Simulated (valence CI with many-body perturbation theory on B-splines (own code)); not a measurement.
**E1 line list for Se27+**

Computed by configuration interaction combined with many-body perturbation theory (CI+MBPT): five valence electrons over a frozen Dirac-Fock core [He], radial functions for each j: 9 s, 9 p, 8 d, 6 f, 3 g, 1 h, with the one-electron correlation potential Σ1 (screened to all orders), the two-electron term Σ2, the three-electron term Σ3, Breit, model QED; selected single and double excitations, second order for the rest (own B-spline code, finite nucleus).

The last digits are not significant, and no measured levels were compared; by estimate large intervals hold to a few tenths of a per cent, small ones and those within an open d or f shell to about a per cent. Among the levels kept, up to 1500 cm⁻¹ of a level comes from second order outside the variational space, and about a tenth of that is noise between levels of different J, which matters for small intervals.

Lines 101 to 150 of 275 in falling wavelength, among levels below 1860.6 eV, chosen from the strongest by gf and those to the six lowest levels. Wavelengths and rates use the calculated energies. Electric multipoles are in the length gauge, E1 and E2 with the static RPA response of the core. Weak lines are less certain than strong ones. Lines between different terms over intervals too small for the method are left out, as are lines whose strength nearly cancels. The highest levels of a list are the least certain.

Levels are named by their leading jj configuration (3d3/2^4 stands for four electrons in 3d with j = 3/2), which in mixed levels can hold well under half, so a name can repeat and another be missing. Letters in brackets count levels of one name in rising energy.

```
λ vac (nm)                               Upper                         Lower   A (s⁻¹)  S (a.u.) with core polarisation  S without
     7.323      (2s 2p1/2^2 2p3/2 3p1/2) J=1/2    (2s^2 2p1/2^2 3p1/2) J=1/2  4.84e+10                         1.87e-02   1.88e-02
     7.312         (2s 2p1/2^2 2p3/2 3s) J=1/2       (2s^2 2p1/2^2 3s) J=1/2  4.95e+10                         1.91e-02   1.92e-02
     7.269  (2s 2p1/2^2 2p3/2 3p1/2) J=3/2 [b]    (2s^2 2p1/2^2 3p1/2) J=1/2  4.20e+10                         3.18e-02   3.19e-02
     7.226     (2s 2p1/2^2 2p3/2 3s) J=3/2 [b]       (2s^2 2p1/2^2 3s) J=1/2  4.13e+10                         3.08e-02   3.08e-02
     7.153               (2p1/2 2p3/2^4) J=1/2  (2s 2p1/2 2p3/2^3) J=3/2 [c]  1.19e+11                         4.29e-02   4.31e-02
     7.085            (2s 2p1/2 2p3/2^3) J=5/2    (2s^2 2p1/2 2p3/2^2) J=5/2  6.21e+10                         6.54e-02   6.56e-02
     7.077        (2s 2p1/2 2p3/2^3) J=3/2 [b]    (2s^2 2p1/2 2p3/2^2) J=3/2  7.96e+10                         5.57e-02   5.59e-02
     6.961        (2s 2p1/2 2p3/2^3) J=3/2 [a]    (2s^2 2p1/2^2 2p3/2) J=3/2  5.81e+10                         3.87e-02   3.88e-02
     6.946            (2s 2p1/2 2p3/2^3) J=1/2    (2s^2 2p1/2 2p3/2^2) J=1/2  6.41e+10                         2.12e-02   2.13e-02
     6.873          (2s 2p1/2^2 2p3/2^2) J=1/2    (2s^2 2p1/2^2 2p3/2) J=3/2  5.35e+10                         1.71e-02   1.72e-02
     6.652            (2s 2p1/2 2p3/2^3) J=5/2    (2s^2 2p1/2 2p3/2^2) J=3/2  8.56e+08                         7.46e-04   7.48e-04
     6.584        (2s 2p1/2 2p3/2^3) J=3/2 [c]    (2s^2 2p1/2 2p3/2^2) J=1/2  2.49e+10                         1.40e-02   1.41e-02
     6.378                  (2s 2p3/2^4) J=1/2          (2s^2 2p3/2^3) J=3/2  1.85e+11                         4.74e-02   4.76e-02
     6.112             (2p1/2^2 2p3/2^3) J=3/2  (2s 2p1/2 2p3/2^3) J=3/2 [a]  2.70e+10                         1.22e-02   1.22e-02
     6.090        (2s 2p1/2 2p3/2^3) J=3/2 [c]    (2s^2 2p1/2 2p3/2^2) J=5/2  1.77e+11                         7.91e-02   7.94e-02
     6.042            (2s 2p1/2 2p3/2^3) J=1/2    (2s^2 2p1/2 2p3/2^2) J=3/2  1.02e+11                         2.22e-02   2.23e-02
     5.842        (2s 2p1/2 2p3/2^3) J=3/2 [b]    (2s^2 2p1/2^2 2p3/2) J=3/2  1.87e+10                         7.38e-03   7.40e-03
     5.767        (2s 2p1/2 2p3/2^3) J=3/2 [c]    (2s^2 2p1/2 2p3/2^2) J=3/2  3.00e+09                         1.14e-03   1.14e-03
     5.414             (2p1/2^2 2p3/2^3) J=3/2    (2s 2p1/2^2 2p3/2^2) J=5/2  1.83e+10                         5.73e-03   5.74e-03
     5.414                  (2s 2p3/2^4) J=1/2    (2s^2 2p1/2 2p3/2^2) J=1/2  2.56e+09                         4.01e-04   4.02e-04
     5.119            (2s 2p1/2 2p3/2^3) J=1/2    (2s^2 2p1/2^2 2p3/2) J=3/2  1.22e+10                         1.62e-03   1.62e-03
     4.920        (2s 2p1/2 2p3/2^3) J=3/2 [c]    (2s^2 2p1/2^2 2p3/2) J=3/2  1.49e+10                         3.50e-03   3.51e-03
     4.848                  (2s 2p3/2^4) J=1/2    (2s^2 2p1/2 2p3/2^2) J=3/2  2.74e+10                         3.08e-03   3.09e-03
    0.7980          (2s^2 2p1/2^2 3p3/2) J=3/2    (2s 2p1/2^2 2p3/2^2) J=5/2  6.17e+10                         6.19e-05   6.17e-05
    0.7816  (2s^2 2p1/2 2p3/2 3p3/2) J=5/2 [a]    (2s 2p1/2^2 2p3/2^2) J=5/2  4.72e+10                         6.68e-05   6.65e-05
    0.7792  (2s^2 2p1/2 2p3/2 3p3/2) J=3/2 [a]    (2s 2p1/2^2 2p3/2^2) J=5/2  1.86e+11                         1.73e-04   1.73e-04
    0.7772  (2s^2 2p1/2 2p3/2 3p1/2) J=3/2 [b]    (2s 2p1/2^2 2p3/2^2) J=5/2  1.63e+11                         1.51e-04   1.50e-04
    0.7746  (2s^2 2p1/2 2p3/2 3p3/2) J=3/2 [b]    (2s 2p1/2^2 2p3/2^2) J=5/2  1.66e+11                         1.52e-04   1.52e-04
    0.7731     (2s^2 2p1/2 2p3/2 3s) J=3/2 [b]          (2s^2 2p3/2^3) J=3/2  1.39e+11                         1.27e-04   1.27e-04
    0.7724  (2s^2 2p1/2 2p3/2 3p3/2) J=5/2 [b]    (2s 2p1/2^2 2p3/2^2) J=5/2  1.13e+11                         1.54e-04   1.54e-04
    0.7684     (2s 2p1/2^2 2p3/2 3s) J=3/2 [a]    (2s 2p1/2^2 2p3/2^2) J=1/2  1.46e+12                         1.31e-03   1.30e-03
    0.7670             (2s^2 2p1/2^2 3s) J=1/2    (2s^2 2p1/2 2p3/2^2) J=3/2  1.89e+11                         8.42e-05   8.38e-05
    0.7633         (2s 2p1/2^2 2p3/2 3s) J=5/2    (2s 2p1/2^2 2p3/2^2) J=5/2  6.92e+11                         9.12e-04   9.09e-04
    0.7617         (2s 2p1/2 2p3/2^2 3s) J=3/2  (2s 2p1/2 2p3/2^3) J=3/2 [b]  5.34e+12                         4.66e-03   4.64e-03
    0.7610     (2s 2p1/2 2p3/2^2 3s) J=5/2 [b]      (2s 2p1/2 2p3/2^3) J=5/2  5.89e+12                         7.68e-03   7.66e-03
    0.7608         (2s^2 2p1/2 2p3/2 3s) J=1/2    (2s^2 2p1/2 2p3/2^2) J=1/2  2.36e+12                         1.03e-03   1.02e-03
    0.7596          (2s^2 2p3/2^2 3p1/2) J=3/2    (2s 2p1/2^2 2p3/2^2) J=5/2  4.31e+11                         3.73e-04   3.71e-04
    0.7568     (2s^2 2p1/2 2p3/2 3s) J=3/2 [b]    (2s^2 2p1/2 2p3/2^2) J=1/2  2.41e+12                         2.07e-03   2.06e-03
    0.7558     (2s^2 2p1/2 2p3/2 3s) J=3/2 [a]    (2s^2 2p1/2 2p3/2^2) J=5/2  4.91e+11                         4.18e-04   4.17e-04
    0.7551     (2s 2p1/2^2 2p3/2 3s) J=3/2 [a]    (2s 2p1/2^2 2p3/2^2) J=5/2  5.13e+12                         4.36e-03   4.35e-03
    0.7542             (2s^2 2p3/2^2 3s) J=5/2          (2s^2 2p3/2^3) J=3/2  9.81e+11                         1.25e-03   1.24e-03
    0.7531          (2s^2 2p1/2^2 3d3/2) J=3/2          (2s^2 2p3/2^3) J=3/2  2.93e+11                         2.47e-04   2.46e-04
    0.7528     (2s 2p1/2^2 2p3/2 3s) J=3/2 [b]  (2s 2p1/2 2p3/2^3) J=3/2 [a]  3.84e+12                         3.23e-03   3.22e-03
    0.7527             (2s^2 2p3/2^2 3s) J=3/2          (2s^2 2p3/2^3) J=3/2  7.12e+12                         5.99e-03   5.97e-03
    0.7515         (2s^2 2p1/2 2p3/2 3s) J=5/2    (2s^2 2p1/2 2p3/2^2) J=5/2  2.19e+12                         2.75e-03   2.74e-03
    0.7506     (2s^2 2p1/2 2p3/2 3s) J=3/2 [a]    (2s^2 2p1/2 2p3/2^2) J=3/2  1.61e+12                         1.34e-03   1.34e-03
    0.7498             (2s^2 2p1/2^2 3s) J=1/2    (2s^2 2p1/2^2 2p3/2) J=3/2  5.71e+12                         2.38e-03   2.37e-03
    0.7498     (2s^2 2p1/2 2p3/2 3s) J=3/2 [b]    (2s^2 2p1/2 2p3/2^2) J=5/2  5.26e+12                         4.38e-03   4.36e-03
    0.7486         (2s^2 2p1/2 2p3/2 3s) J=1/2    (2s^2 2p1/2 2p3/2^2) J=3/2  7.06e+12                         2.93e-03   2.91e-03
    0.7479      (2s^2 2p3/2^2 3p3/2) J=3/2 [a]    (2s 2p1/2^2 2p3/2^2) J=5/2  3.04e+11                         2.51e-04   2.50e-04
```
